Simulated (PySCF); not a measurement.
# As (arsenic, neutral) across methods

[Ar] 3d10 4s2 4p2 5s1, 5s spin antiparallel (an excited configuration). Calculation: PySCF 2.14, in x2c-QZVPPall with one added diffuse shell each of s, p, d, f type (12s9p6d5f1g, 113 functions); scalar relativity by spin-free X2C-1e.

```csv
method,E (hartree),mean ε 4s β (eV),mean ε 4p α (eV),mean ε 5s β (eV),Σ⟨r²⟩ (bohr²),⟨S²⟩
CAM-B3LYP,-2260.686,-19.933,-11.391,-2.653,64.06,1.752
r2SCANh,-2260.506,-17.655,-9.859,-2.026,64.50,1.755
LDA,-2257.118,-17.524,-8.935,-1.793,63.73,1.751
r2SCAN,-2260.518,-17.208,-9.416,-1.895,64.52,1.754
PW91,-2260.734,-17.268,-8.997,-1.875,64.79,1.752
PBE0,-2260.270,-18.293,-10.214,-2.212,65.09,1.753
PBE,-2260.239,-17.183,-8.950,-1.865,64.94,1.752
UHF,-2258.84430,-20.382,-13.322,-2.805,65.84,1.759
```

The outer electron is Rydberg-like, and this basis confines it to a smaller radius and binds it less than a complete one would. With the s spin flipped the determinant is a mixture of two multiplicities, not a spectroscopic state.
